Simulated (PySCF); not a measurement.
Si(AsH2)(H)2(OH) (AsH5OSi), SMILES [AsH2][SiH2]O.

Coordinates come from a PBE0-D3(BJ)/def2-SVP optimisation. The values are those of a single conformer.

Level of theory: ωB97X/def2-TZVPD (PySCF).

Task: Estimate the frontier levels, gap, dipole moment and polarisability. (The exact figures need the calculation; the answer reports its results.)

Result: 
* **highest occupied level**: -9.60 eV
* **lowest empty level**: 1.42 eV
* **orbital gap**: 11.02 eV
* **dipole moment**: 1.22 D
* **quadrupole, principal values (traceless, Buckingham form, about the centre of nuclear charge)**: -7.62, 0.88, 6.74 D·Å
* **mean static polarisability**: 66.9 bohr³ (9.91 Å³)
* **polarisability, principal values**: 59.3, 61.4, 79.9 bohr³
